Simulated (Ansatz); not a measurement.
`[Cl][GeH2][Cl]` + CH₃NH₂ → `C[NH][GeH2][Cl]` + HCl at 600 K and 1 bar (ligand exchange at a Ge–Cl bond).

Computed with Ansatz on PBE0-D4/def2-TZVP structures; ΔE is electronic, products minus reactants. CBS: MP2 limit from def2 TZ/QZ plus the TZ coupled-cluster correction, frozen cores. This one scheme is used for every species. For Ge outer-core shells are correlated without core-valence functions, which leaves a few kJ/mol of doubt a bond. Scalar relativity is left out up to krypton. One conformer a species, not always the lowest.

| species | CCSD(T)/CBS energy (Eh) | H − E (kJ/mol) | S (J/(mol·K)) |
| --- | --- | --- | --- |
| `[Cl][GeH2][Cl]` | -2996.94498 | 87.0 | 354.5 |
| CH₃NH₂ | -95.75281 | 199.3 | 283.8 |
| `C[NH][GeH2][Cl]` | -2632.29815 | 245.4 | 426.6 |
| HCl | -460.38127 | 35.4 | 207.2 |

H − E and S are ideal-gas, rigid-rotor, harmonic terms from PBE0-D4/def2-TZVP, for one conformer and one mirror image of each species. 1 Eh = 2625.50 kJ/mol, R = 8.31446 J/(mol·K).

Question: By hand: ΔE, ΔH, ΔS and ΔG.

Answer: ΔE = (-2632.29815) + (-460.38127) − (-2996.94498) − (-95.75281) = 0.01837 Eh = 48.2 kJ/mol. Δ(H − E) = 245.4 + 35.4 − 87.0 − 199.3 = -5.5, so ΔH = 42.7 kJ/mol. ΔS = 426.6 + 207.2 − 354.5 − 283.8 = -4.5 J/(mol·K). ΔG = 42.7 − 600 × (-4.5)/1000 = 45.4 kJ/mol.

Question: By hand: the equilibrium constant, and the temperature at which ΔG would vanish if ΔH and ΔS stayed fixed.

Answer: log₁₀ K = −ΔG/(RT ln 10) = -4.0. ΔH and −TΔS have one sign here, so there is no such temperature.

The number of gas molecules stays the same, so ΔS is small and ΔH decides. A doubt of 5 kJ/mol in ΔE shifts log₁₀ K by 0.4 here. Other conformers and mirror images would add mixing entropy, several J/(mol·K) or more a flexible species. These are equilibria of isolated gas molecules and say nothing of rates. Largest T1 diagnostic: 0.010 (customary marks: 0.02 for closed shells, 0.045 for open ones).

ΔS is within the doubt of such terms, so its sign, and with it that verdict, could turn.
